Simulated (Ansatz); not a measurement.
## SbH2Cl (SMILES [Cl][SbH2]): methods side by side

SbH2Cl: 4 atoms, total charge 0, spin state singlet. SMILES: `[Cl][SbH2]`. The coordinates come from a PBE0-D4/def2-TZVP relaxation.

```xyz
4

Cl   -1.7845    0.2887   -0.6315
Sb    0.5021   -0.2753   -0.5776
H     0.3797   -1.1837    0.8689
H     0.9583    1.1100    0.3199
```

Quantity: the energy change with the Sb2–H3 bond stretched from 1.712 to 4.281 Å, in eV. The values are calculated.

```json
{"level": "HF/STO-3G (restricted)", "kind": "Hartree–Fock", "program": "Ansatz", "value (eV)": "9.00", "CPU time (all runs)": "1.3 s"}
{"level": "BLYP/STO-3G (restricted)", "kind": "GGA", "program": "Ansatz", "value (eV)": "5.49", "CPU time (all runs)": "4.6 s"}
{"level": "r2SCAN/STO-3G (restricted)", "kind": "meta-GGA", "program": "Ansatz", "value (eV)": "6.04", "CPU time (all runs)": "13 s"}
{"level": "BHLYP/STO-3G (restricted)", "kind": "global hybrid", "program": "Ansatz", "value (eV)": "7.40", "CPU time (all runs)": "3.3 s"}
{"level": "PBE0/STO-3G (restricted)", "kind": "global hybrid", "program": "Ansatz", "value (eV)": "6.57", "CPU time (all runs)": "3.5 s"}
{"level": "r2SCAN0/STO-3G (restricted)", "kind": "hybrid meta-GGA", "program": "Ansatz", "value (eV)": "6.82", "CPU time (all runs)": "9.8 s"}
{"level": "CAM-B3LYP/STO-3G (restricted)", "kind": "range-separated hybrid", "program": "Ansatz", "value (eV)": "7.24", "CPU time (all runs)": "4.1 s"}
{"level": "B2PLYP/STO-3G (restricted)", "kind": "double hybrid", "program": "Ansatz", "value (eV)": "5.13", "CPU time (all runs)": "6.2 s"}
{"level": "MP2/STO-3G (restricted)", "kind": "perturbation theory", "program": "Ansatz", "value (eV)": "4.33", "CPU time (all runs)": "1.8 s"}
{"level": "CCSDT(Q)/STO-3G (restricted)", "kind": "coupled cluster or CI", "program": "Ansatz", "value (eV)": "3.62", "CPU time (all runs)": "1.4 s"}
```

All-electron rows without a relativistic Hamiltonian named are non-relativistic. The first shape isn't each level's own minimum. The values span 3.62 to 9.00 eV. All rows use very small basis sets, so even the best lies far from the true value. In the correlated wave-function rows the outer d shell of Sb is correlated, in sets not made for it. CPU times are rough (shared hosts, several kinds of processor): they show what a rung costs within a factor of a few.
